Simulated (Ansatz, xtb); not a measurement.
# Two isomers of CH2FNTe

We compare I, `[H]/N=C(\F)[TeH]`, a singlet, with II, `F/C=[NH+]/[Te-]`, a singlet. Both are isolated molecules in the gas phase, relaxed with B3LYP-D3(BJ)/def2-SVP; the shapes shown needn't be the lowest conformers.

I (Å):

```xyz
6

C    -0.4761    0.8836    0.6112
F     0.6521    0.7117   -0.1173
N    -1.5389    0.2588    0.4279
Te   -0.1285    2.3803    2.0989
H    -1.4645   -0.4105   -0.3474
H    -1.6882    2.2210    2.6677
```

II (Å):

```yaml
atoms:
  - { symbol: C, position_ang: [-1.0552, 0.4609, 0.4677] }
  - { symbol: F, position_ang: [-1.1264, -0.8347, 0.7033] }
  - { symbol: N, position_ang: [-0.5448, 1.2605, 1.3220] }
  - { symbol: Te, position_ang: [-0.3007, 3.3878, 1.2077] }
  - { symbol: H, position_ang: [-1.4576, 0.7924, -0.4937] }
  - { symbol: H, position_ang: [-0.2067, 0.8154, 2.1798] }
```

Quicker runs give these differences E(II) − E(I): GFN2-xTB +8.7 kcal/mol; HF/STO-3G +7.8 kcal/mol (at GFN2-xTB geometries); r2SCAN-D4/def2-SVP +6.4 kcal/mol (at GFN2-xTB geometries).

**Question.** Estimate E(II) − E(I) at the level CCSD(T)/def2-TZVP.

**Answer.** Calculated at CCSD(T)/def2-TZVP: E(II) − E(I) = +6.5 kcal/mol, so structure I lies lower.

How the difference moves with the method:

```csv
level,geometry,E(II) − E(I) (kcal/mol),departure from the last row (kcal/mol),"job, with rough time for the two"
GFN2-xTB,GFN2-xTB,+8.7,+2.2,"optimisation, 0.12 s"
HF/STO-3G,GFN2-xTB,+7.8,+1.3,"single point, 1 s"
r2SCAN-D4/def2-SVP,GFN2-xTB,+6.4,−0.1,"single point, 4.9 s"
B3LYP-D3(BJ)/def2-SVP,B3LYP-D3(BJ)/def2-SVP,+2.8,−3.7,"optimisation, 47 s"
HF/def2-TZVP,B3LYP-D3(BJ)/def2-SVP,0.0,−6.5,part of the CCSD(T) run
MP2/def2-TZVP,B3LYP-D3(BJ)/def2-SVP,+7.3,+0.8,part of the CCSD(T) run
CCSD(T)/def2-TZVP,B3LYP-D3(BJ)/def2-SVP,+6.5,,"single point, 3.6 min"
```

As drawn, II has 1 N–Te, 1 C–H in place of 1 C–Te, 1 Te–H.

HF/def2-TZVP finds them nearly level. The largest departure from CCSD(T)/def2-TZVP is that of HF/def2-TZVP, 6.5 kcal/mol.

With harmonic frequencies from B3LYP-D3(BJ)/def2-SVP (ideal gas, rigid rotor, one conformer each, 298.15 K, 1 atm): on the last row, ΔE + ΔZPE = +9.9, ΔH = +9.8, ΔG = +10.1 kcal/mol.

The correlated steps freeze 7 core orbitals; the filled d shell of Te is correlated, in a basis made for valence electrons. Atoms past krypton carry core potentials in the def2 sets, other sets are all-electron and non-relativistic, and no spin–orbit term is included. Run with Ansatz 0.2.0, xtb 6.7.1; the last row on 1 thread of Arm Neoverse V1 on a shared host.
